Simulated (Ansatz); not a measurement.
Zr₄O₁₀H₄. Charge 0, multiplicity 1. Geometry PBE-D4/def2-SVP; atoms count from 1.

```xyz
18

Zr   -0.577   -1.541   -0.083
Zr   -2.477    1.147    0.803
Zr    2.564   -0.521   -0.497
Zr    0.359    1.525   -0.782
O     4.435   -0.551    0.017
O    -1.487    2.686   -0.375
O     1.214   -1.971   -1.271
O     1.186    0.368    0.627
O    -2.508   -0.990    0.834
O    -1.324   -0.498    1.623
O     1.437   -2.313    0.181
O     2.032    0.957   -1.726
O    -0.704    2.379    0.869
O    -0.863    0.073   -1.201
H     5.375   -0.546    0.243
H    -3.626    1.859    2.096
H    -1.480   -3.063   -0.660
H    -3.556    0.999   -0.698
```

In the def2 sets Zr takes a core potential; there is no spin–orbit coupling. The structure holds 3 bonds between oxygen atoms, so isomers without such links may lie far lower. The structure comes from a short search, and lower isomers may exist.

(1) Estimate the Mulliken populations from the PBE0/def2-TZVP orbitals of Ansatz.

(2) And the Mayer bond orders between heavy atoms (over 0.3)?

Results:

(1) 
```
atom  charge (e)  d electrons
 Zr1        1.30         1.78
 Zr2        1.05         1.87
 Zr3        1.62         1.80
 Zr4        1.52         1.84
  O5       -0.77            –
  O6       -0.42            –
  O7       -0.41            –
  O8       -0.72            –
  O9       -0.39            –
 O10       -0.41            –
 O11       -0.44            –
 O12       -0.77            –
 O13       -0.40            –
 O14       -0.68            –
 H15        0.34            –
 H16       -0.15            –
 H17       -0.12            –
 H18       -0.14            –
```
Mulliken values depend strongly on the basis.

(2) Zr1–O7 0.45 (2.19 Å); Zr1–O9 0.43 (2.21 Å); Zr1–O10 0.57 (2.13 Å); Zr1–O11 0.50 (2.17 Å); Zr1–O14 0.86 (1.98 Å); Zr2–O6 0.47 (2.18 Å); Zr2–O9 0.54 (2.14 Å); Zr2–O10 0.48 (2.17 Å); Zr2–O13 0.49 (2.16 Å); Zr3–O5 0.94 (1.94 Å); Zr3–O7 0.55 (2.13 Å); Zr3–O8 0.88 (1.99 Å); Zr3–O11 0.42 (2.22 Å); Zr3–O12 0.96 (1.99 Å); Zr4–O6 0.45 (2.22 Å); Zr4–O8 0.90 (2.00 Å); Zr4–O12 0.92 (2.00 Å); Zr4–O13 0.55 (2.14 Å); Zr4–O14 1.03 (1.94 Å); O6–O13 0.82 (1.50 Å); O7–O11 0.82 (1.51 Å); O9–O10 0.83 (1.51 Å).
